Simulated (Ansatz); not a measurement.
Two members of one family (Same ligands, another metal), computed with Ansatz in the gas phase; def2 core potentials for Nd, no spin–orbit coupling. The two geometries come from different levels. HOMO and LUMO are taken over both spins. With an open 4f shell the SCF may have ended above the lowest state. Names give formal oxidation states. The structures are stationary points that may keep the symmetry of their start. Remarks come from the PBE and PBE0 runs and from stability tests at other levels; not every state was tested.

First: Cr(NH2)3 (quartet, charge 0, r2SCAN-D4/def2-SVP geometry).

```xyz
10

Cr    0.000    0.000    0.000
N    -0.808    1.256   -1.065
H    -0.381    2.127   -1.379
H    -1.754    1.193   -1.438
N     0.400   -1.657   -0.677
H    -0.032   -2.533   -0.388
H     1.090   -1.847   -1.403
N     0.407    0.401    1.742
H    -0.271    0.575    2.482
H     1.348    0.486    2.125
```

```
              level  HOMO (eV)  LUMO (eV)  gap (eV)
    PBE-D4/def2-SVP      -4.31      -1.69      2.63
   PBE-D4/def2-TZVP      -4.66      -2.10      2.56
r2SCAN-D4/def2-TZVP      -5.05      -1.96      3.09
  PBE0-D4/def2-TZVP      -6.06      -0.92      5.13
  ωB97X-V/def2-TZVP      -8.38       0.80      9.18
```

Metal–donor distances: 3 × N 1.83 Å. Remarks: spin-contaminated (⟨S²⟩ up to 1.76) (doublet).

Second: Nd(NH2)3 (quartet, charge 0, PBE-D4/def2-SVP geometry).

```tsv
atom	x (Å)	y (Å)	z (Å)
Nd1	-0.0903	0.3590	0.0378
N2	2.1309	0.5758	0.1510
H3	2.8096	0.8067	-0.5899
H4	2.7096	0.3175	0.9657
N5	-1.1633	-0.4215	1.8366
H6	-2.0490	-0.9498	1.8219
H7	-0.8475	-0.4644	2.8178
N8	-1.0160	0.0321	-1.9697
H9	-0.4938	-0.0543	-2.8557
H10	-1.9902	-0.2011	-2.2155
```

Problem. Estimate the same table for the second.

Solution. 
| level | HOMO (eV) | LUMO (eV) | gap (eV) |
| --- | --- | --- | --- |
| PBE-D4/def2-SVP | -4.10 | -2.82 | 1.28 |
| PBE-D4/def2-TZVP | -4.40 | -3.07 | 1.33 |
| r2SCAN-D4/def2-TZVP | -5.04 | -2.40 | 2.63 |
| PBE0-D4/def2-TZVP | -6.08 | -1.19 | 4.89 |
| ωB97X-V/def2-TZVP | -8.52 | 0.36 | 8.88 |

Metal–donor distances: 3 × N 2.23 Å.
